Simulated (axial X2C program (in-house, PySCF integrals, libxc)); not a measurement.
Low determinants of NbCl⁺ at the PBE0 level, two-component

All values were computed with an in-house relativistic program for diatomic molecules. Two-component (2c) means X2C with spin–orbit coupling and atomic mean-field two-electron Coulomb and Gaunt terms. Basis: Nb dyall-cv3z [11s12p9d5f3g], Cl dyall-av3z [9s8p3d2f] (cores contracted in-house); Gaussian nuclei, density fitting, unrestricted open shells. Masses: Nb 92.906 u, Cl 34.969 u.

Search at 2.183 Å (vertical energies from the lowest determinant):

```csv
ΔE (eV),state,electrons beyond evenly filled partner blocks,"electrons in ±ω = 1/2, 3/2, 5/2, 7/2"
0.00,Ω = 3/2,"ω = 1/2, ω = -3/2, ω = 5/2",39 15 3 0
0.27,Ω = 1/2,"ω = -1/2, ω = -3/2, ω = 5/2",39 15 3 0
0.34,Ω = 5/2,ω = 5/2,38 16 3 0
0.57,Ω = 3/2,ω = 3/2,40 15 2 0
0.75,Ω = 1/2,ω = 1/2,39 16 2 0
0.77,Ω = 9/2,"ω = 1/2, ω = 3/2, ω = 5/2",39 15 3 0
0.80,Ω = 5/2,ω = 5/2,40 14 3 0
```

Lowest determinant, Ω = 3/2 (⟨Sz⟩ = 1.50, ⟨Lz⟩ = 0.00 at PBE0): Re = 2.180 Å, ωe = 468.8 cm⁻¹.

The determinant in row 2 of the search, Ω = 1/2 (⟨Sz⟩ = 1.50, ⟨Lz⟩ = -1.00 at PBE0), was followed along the bond at PBE0; measured from the minimum of the lowest determinant it gives:

Te = 0.246 eV (1982 cm⁻¹), Re = 2.228 Å, ωe = 459.9 cm⁻¹.

Q: Compare the bond of the determinant in row 2 with that of the lowest one.

A: At PBE0 its Re is 0.048 Å longer and its force constant, which goes as ωe², is 0.96 times that of the lowest determinant. T0 ≈ Te + Δωe/2 = 1982 + (-4) = 1978 cm⁻¹.

The search compares states at one distance, so a state with another bond length can lie lower; it is not exhaustive and yields mostly the lowest determinant of each block pattern, so other components and higher states of one pattern are missing. These are energies of single determinants, not of spin-adapted states; PBE0 term energies can be off by some tenths of an eV, and the functional has no current term. The lowest determinant need not be the ground state where others lie within half an eV.
